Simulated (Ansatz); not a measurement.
Input file for Ansatz (a quantum-chemistry and plane-wave program): R-PBE/def2-TZVPPD on HF (SMILES F) with ghost functions, monomers drawn apart or pushed together. Files ending in .json are basis or fitting sets from the Basis Set Exchange.

Ansatz 0.2 input:
```yaml
crystal:
  periodic: [false, false, false]
  atoms:
    - {symbol: F, position_ang: [-0.29035108, 0.44280683, 3.11204466]}
    - {symbol: H, position_ang: [-0.25992773, 0.18548909, 2.20376035]}
basis:
  gaussian:
    orbitals: def2-TZVPPD.json
    ghost_atoms:
      - {symbol: O, position_ang: [-0.08491637, -0.27218581, 0.32202072]}
      - {symbol: H, position_ang: [0.72394729, -0.75194116, 0.11141120]}
      - {symbol: H, position_ang: [-0.11086573, 0.48918785, -0.26825215]}
hamiltonian:
  xc: {name: PBE}
scf: {lower_state_search: off}
```

The log:

```
WARN ansatz: RAYON_NUM_THREADS=1 ignored (pool sized by the plan → 1); use --threads N
Functional definition: PBE
these checks for a lower state are left out or cut short: stability, starts, cluster_reference, orbital_swaps, neighbouring_geometries, increment
integrals: 0.02 GiB planned
542 factors; their error is unknown
mean field: 0.28 GiB planned
mean field evaluation 1: about -2730.2700 eV, gradient 3.5e1 eV
mean field evaluation 2: about -2723.8585 eV, gradient 7.6e1 eV
mean field evaluation 4: about -2731.9298 eV, gradient 5.1e-1 eV
mean field evaluation 8: about -2731.9289 eV, gradient 1.3e-1 eV
mean field -2731.92887184 eV, -100.3965342722 hartree, gradient 8.1e-7 eV, S^2 0.000000; 0 other end points of the search recorded, 0 dependent functions left out
reference -2731.92890772 eV, -100.3965355910 hartree; 5, 5 occupied and 126, 126 virtual orbitals, 542 factors
Total energy: -2731.92890772 eV, -100.3965355910 hartree
Checks for a lower state left out: stability, starts, cluster_reference, orbital_swaps, neighbouring_geometries, increment
```

The calculation finished and met its thresholds.

Cost: around 0.8 core-seconds (rough).
